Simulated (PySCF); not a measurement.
H₈GeO₂Si₂, SMILES [GeH2]([O][SiH3])[O][SiH3] (B3LYP/def2-SVP optimised geometry):

```
13

Ge    -0.427    -0.688     0.000
O     -1.028    -1.532     1.440
Si    -0.769    -2.942     2.288
O     -0.916    -1.603    -1.439
Si    -2.286    -2.002    -2.297
H      1.109    -0.688     0.000
H     -1.109     0.688     0.000
H     -1.104    -2.697     3.718
H     -1.633    -4.040     1.766
H      0.661    -3.368     2.185
H     -2.891    -3.260    -1.770
H     -3.302    -0.909    -2.212
H     -1.904    -2.205    -3.722
```

Level of theory: PySCF 2.14.0 with B3LYP/def2-TZVP.

### Question
What are the frontier orbital energies and the dipole moment?

### Answer
HOMO-2 -8.58 eV, HOMO-1 -8.48 eV, HOMO -8.39 eV, LUMO -0.42 eV, LUMO+1 -0.20 eV; dipole moment 0.99 D.

On the same geometry PBE/def2-TZVP run with PySCF 2.14.0 gives HOMO-2 -7.34 eV, HOMO-1 -7.26 eV, HOMO -7.16 eV, LUMO -1.11 eV, LUMO+1 -0.86 eV; dipole moment 0.97 D.

Meta-Löwdin charges at B3LYP/def2-TZVP: Ge1 0.99, O2 -0.82, Si3 0.76, O4 -0.82, Si5 0.76, H6 -0.08, H7 -0.08, H8 -0.11, H9 -0.12, H10 -0.13, H11 -0.12, H12 -0.13, H13 -0.11.
